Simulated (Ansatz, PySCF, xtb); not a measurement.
Dissociation curve of SiMg, lowest triplet found (which spin is the ground state isn't settled by this scan).

Levels of theory: UKS-B3LYP/6-31G* = unrestricted B3LYP/6-31G*, spherical d (PySCF 2.14.0); UKS-B3LYP/6-311+G** = unrestricted B3LYP/6-311+G**, spherical d (PySCF); GFN1-xTB (xtb); FCI = full CI/aug-cc-pVDZ, frozen core run with Ansatz (an electronic-structure program).

Energies relative to the lowest point of each curve between 2.09 and 3.18 Å, where full CI is lowest, in kJ/mol; the last columns give the difference from FCI:

```csv
R / Å,UKS-B3LYP/6-31G*,UKS-B3LYP/6-311+G**,GFN1-xTB,FCI,UKS-B3LYP/6-31G* − FCI,UKS-B3LYP/6-311+G** − FCI,GFN1-xTB − FCI
1.81,337.7,338.0,576.5,371.3,-33.6,-33.2,205.2
1.95,184.9,184.6,241.6,207.0,-22.1,-22.5,34.6
2.09,91.5,90.9,87.7,104.9,-13.4,-14.0,-17.2
2.19,50.2,49.7,35.7,58.8,-8.7,-9.2,-23.1
2.29,24.0,23.6,10.4,29.1,-5.1,-5.5,-18.7
2.38,10.0,9.7,1.4,12.8,-2.8,-3.0,-11.4
2.45,3.7,3.6,0.0,5.2,-1.5,-1.7,-5.2
2.54,0.2,0.1,2.8,0.6,-0.5,-0.5,2.2
2.61,0.0,0.0,7.3,0.0,0.0,0.0,7.3
2.75,4.3,4.3,19.9,4.1,0.2,0.2,15.8
2.83,8.4,8.4,28.2,8.5,-0.1,-0.1,19.7
3.00,19.2,19.0,46.8,20.3,-1.0,-1.3,26.5
3.18,31.4,30.9,64.9,33.5,-2.2,-2.7,31.4
3.37,43.1,42.4,78.9,46.2,-3.1,-3.8,32.7
3.67,58.0,57.1,92.3,61.4,-3.4,-4.3,30.9
4.04,70.3,69.5,104.9,72.6,-2.4,-3.1,32.3
4.48,78.5,78.0,116.7,79.3,-0.8,-1.3,37.4
4.97,83.0,82.6,125.4,82.6,0.4,0.0,42.8
5.55,85.0,84.8,130.8,84.3,0.8,0.5,46.5
6.30,85.7,85.5,133.5,85.1,0.6,0.3,48.3
7.38,85.9,85.5,134.4,85.5,0.3,0.0,48.9
8.55,85.9,85.5,134.7,85.7,0.2,-0.1,49.0
```

UKS-B3LYP/6-31G* is furthest from FCI at 1.81 (-33.6 kJ/mol, below); its mean absolute difference over the points is 4.7 kJ/mol.

UKS-B3LYP/6-311+G** is furthest from FCI at 1.81 (-33.2 kJ/mol, below); its mean absolute difference over the points is 4.9 kJ/mol.

GFN1-xTB is furthest from FCI at 1.81 (205.2 kJ/mol, above); its mean absolute difference over the points is 35.8 kJ/mol.

Also computed but left out beside FCI, since their determinant holds another spin at the minimum (<S²> over 0.7 above the pure value): UHF, UMP2, UCCSD, UCCSD(T), UCCSDT, UCCSDT(Q), UMP2/3-21G, UHF/6-31G*.
